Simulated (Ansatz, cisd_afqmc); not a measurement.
System: HSeO, charge 0, doublet. HSeO (SMILES [O][SeH], doublet).
B3LYP-D3(BJ)/def2-TZVP minimum from Ansatz (a program for electronic structure):
```xyz
3

Se    -0.2157     0.0706     0.2048
H     -1.3302     0.1492    -0.8021
O      1.0829    -0.3188    -0.7703
```
Charge 0, spin multiplicity 2.

Total energies in cc-pVTZ, 13 correlated electrons, 15 frozen orbitals. UHF or UKS for unpaired electrons; spin-orbit terms are left out. Cores are frozen in correlated methods (noble-gas shells, and filled d and f shells in the p block). No relativity. AFQMC/CISD: phaseless, guided by CISD from CCSD amplitudes; bars are statistical, one sigma. Outlying blocks are dropped, and bars are widened where a walk drifts. Over all cases where full CI ran beside it in this data, AFQMC minus full CI had a median of +0.1 mEh and passed +0.4 mEh in a tenth of the cases. The UHF reference of HOSe ([O][SeH], doublet) is spin-contaminated (<S^2> up to 0.03 over the pure value in the sets run).

```csv
method,program,energy (Eh),minus CCSDT(Q) (mEh)
HF,Ansatz,-2475.30133,413.67
MP2,Ansatz,-2475.66338,51.62
CCSD,Ansatz,-2475.69535,19.65
CCSD(T),Ansatz,-2475.71210,2.91
CCSDT(Q),Ansatz,-2475.71501,0.00
AFQMC/CISD,cisd_afqmc,-2475.7137 ± 0.0004,1.3 ± 0.4
```

Rough core times of Ansatz's runs on a shared machine: CCSD(T) under 20 s, CCSDT(Q) 5 min.
